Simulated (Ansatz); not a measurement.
Reaction (redistribution): `C[O][Al]([F])[SH]` + `[SiH3]N[SiH2]Cl` → `C[O][Al]([F])[Cl]` + `[SiH3]N[SiH2]S`

Computed with Ansatz on PBE0-D4/def2-TZVP structures; ΔE is electronic, products minus reactants. CBS: MP2 limit from def2 TZ/QZ plus the TZ coupled-cluster correction, frozen cores. This one scheme is used for every species. DFT in def2-TZVPP. Each species was taken in one conformer, which may not be the lowest.

```csv
level,ΔE (eV)
PBE-D4,-0.02
ωB97X-V,-0.03
PBE,-0.01
SCS-MP2/def2-TZVPP,-0.03
CCSD(T)/def2-TZVPP,-0.04
HF/def2-QZVPP,-0.03
MP2/def2-QZVPP,-0.04
SCS-MP2/def2-QZVPP,-0.04
```

Task: What does CCSD(T)/CBS give? (Estimate.)

Result: Ansatz gave: -0.04 eV. The listed levels differ from it by 0.02, 0.01, 0.03, 0.01, 0.00, 0.01, 0.00, 0.00 eV.

Largest T1 diagnostic among the species: 0.012.
